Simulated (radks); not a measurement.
Values are calculated unless marked as measured or tabulated.
Task: The dysprosium ion Dy12+ is in [Kr] 4d10 4f(5/2: 6, 7/2: 0) 5s2. Level of theory: Dirac Kohn-Sham, relativistic LDA (MacDonald-Vosko exchange, VWN5 correlation), spin-unpolarised, spherical densities, finite nucleus; Fermi nuclear charge, rms radius of each element as measured or else 0.836 A^(1/3) + 0.57 fm (a radial shooting solver on a logarithmic mesh with Libxc functionals). Sub-shells are occupied by j as written (lower j first in brackets). One electron is removed from 4d3/2, 5s1/2, 4d5/2, 4f5/2 in turn, with full relaxation. Which removal costs least, and what does each cost?

Result: 4f5/2 240.71 eV; 5s1/2 251.66 eV; 4d5/2 393.50 eV; 4d3/2 400.82 eV. The 4f5/2 electron leaves first.
